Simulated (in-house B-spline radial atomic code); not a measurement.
## Solving the quasi-particle equation for 3p of Ca III (Ca2+)

Configuration [Ne] 3s2 3p6, start HSE06; correlation leaves out the 4 deepest shells. Computed with a B-spline radial code for spherical atoms: all electrons, scalar-relativistic (spin-free one-electron X2C), finite nucleus, each spin shell either full or empty, empty states to l = 9 with an (l + 1/2)⁻⁴ tail; G0W0 by contour deformation at full frequency.

At the mean-field level ε = -44.942 eV the matrix elements are Σx = -31.723 eV, v_xc = -25.735 eV and Σc(ε) = -1.025 eV, and the slope of the correlation self-energy is dΣc/dω = -0.0466. The quasi-particle energy solves E = ε + Σx − v_xc + Σc(E).

Task: What does the linearised equation give?

Result: Z = 1/(1 − dΣc/dω) = 1/1.0466 = 0.9555. The first-order shift is Σx − v_xc + Σc(ε) = -31.723 − (-25.735) + (-1.025) = -7.013 eV, so E ≈ ε + Z × shift = -44.942 + 0.9555 × (-7.013) = -51.643 eV.

Task: How does that compare with the full solution and with static screening?

Result: Solving the equation at full frequency dependence gives E = -51.626 eV, where Σc = -0.696 eV and the weight is 0.950; the linearised value is off by 17 meV. Leaving Z out would give -51.955 eV. Static COHSEX puts -3.697 eV in place of Σc and gives -54.627 eV, 3.00 eV deeper. The tabulated removal energy is 50.913 eV (NIST, measured); the run leaves out spin-orbit coupling, Breit and QED terms.
